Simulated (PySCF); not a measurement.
Molecule: C2H6BrGa, charge 0, multiplicity 1. SMILES: [CH3][Ga]([CH3])[Br]
Geometry: optimised at B3LYP-D3(BJ)/def2-TZVP (Ansatz).

Dispersion corrections to the total energy (kcal/mol) from the dftd3 and dftd4 libraries through PySCF: D3(BJ) without and D4 with the three-body term, each with the damping fitted for the functional named.

| functional | D3(BJ) | D4 |
|---|---|---|
| BP86 | -7.90 | -6.57 |
| TPSSh | -5.35 | (withheld) |
| B3LYP | -8.09 | -7.59 |
| BHLYP | -6.94 | (withheld) |
| TPSS | -5.69 | -6.26 |
| BLYP | -9.70 | -9.92 |
| PW6B95 | (withheld) | -3.70 |

Q: What belongs in the gaps?

A: 
- TPSSh, D4: -5.68
- BHLYP, D4: -6.61
- PW6B95, D3(BJ): -2.87
